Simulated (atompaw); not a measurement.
# What one change does to a pseudopotential (copper (Cu), PAW (atompaw))

atompaw 4.2.0.5 input, output lines left out:

```
Cu 29
LDA-PW scalarrelativistic loggrid 1500 logderivrange -11 5 401
4 4 3 0 0 0
4 0 0
4 1 1
0 0 0
c
c
v
v
c
v
v
v
2
1.50 1.30 1.50 0.80
n
n
y
-0.2
n
custom polynom vanderbiltortho sinc
3 0 troulliermartins
1.30
1.50
1.05
1.20
1.50
1.50
```

Change: local potential bessel scheme, radius 1.50 bohr.

Cutoffs: the cutoffs (Ry, on a coarse ladder) from which the occupation-weighted sum of valence levels, in a spherical-Bessel basis at the reference potential, stays within 10 and 1 mRy of its value at 400 Ry; they do not see the model core or the augmentation charge, which bear on the density cutoff.

Problem. What does the change do?

Solution. The potential gets neither clearly harder nor softer (100 Ry and 160 Ry → 100 Ry and 160 Ry); the range in which the p phases agree narrows (upper end at the end of the scan → 3.4); neither file shows a bound ghost.

| quantity | base | changed |
| --- | --- | --- |
| cutoff, loose | 100 Ry | 100 Ry |
| cutoff, tight | 160 Ry | 160 Ry |
| bound ghosts | none | none |
| s: phases at 1.51 bohr within 0.05 rad from the reference energy up to (Ry; the scan ends near 5) | to the end of the scan | to the end of the scan |
| p: phases at 1.51 bohr within 0.05 rad from the reference energy up to (Ry; the scan ends near 5) | to the end of the scan | 3.4 |
| d: phases at 1.51 bohr within 0.05 rad from the reference energy up to (Ry; the scan ends near 5) | to the end of the scan | 4.3 |
| lowest overlap eigenvalue by channel | s 0.72, p 0.72, d 0.96 | s 0.73, p 0.46, d 0.97 |

 The cutoffs see the waves, projectors and local potential, not the compensation charge or the core.
